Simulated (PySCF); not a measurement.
Q: What does the PBE0-D3(BJ)/def2-SVP structure of InChI=1S/C2H5PSe/c4-3-1-2-3/h3H,1-2H2 look like in three dimensions?

A: 
```
atom  x, y, z in Å
Se1    2.5318    1.1602   -0.7230
P2     0.9102    0.3757    0.3203
C3    -0.2327   -0.9310   -0.1992
C4    -0.8470    0.4656   -0.1122
H5     0.9333    0.2968    1.7342
H6    -0.5383   -1.6829    0.5355
H7    -0.0581   -1.3300   -1.2036
H8    -1.5750    0.6689    0.6798
H9    -1.0657    0.9663   -1.0608
```

Orientation and origin are arbitrary. Atoms count from 1 in this order. The 3-membered ring P2–C3–C4 has internal angles of 49.9° to 65.1°. P2 (phosphorus bonded to 2 C, Se and H) has angles from 49.9° to 128.3°.

Bonds between heavy atoms (Å): Se1=P2 2.082, P2–C3 1.812, C3–C4 1.528, P2–C4 1.812.

Level of theory: PySCF 2.14.0, PBE0-D3(BJ)/def2-SVP geometry optimisation, gas phase.

Point group: Cs (every atom within 0.08 Å of its image). PBE0-D3(BJ)/def2-SVP frequencies: not computed here.
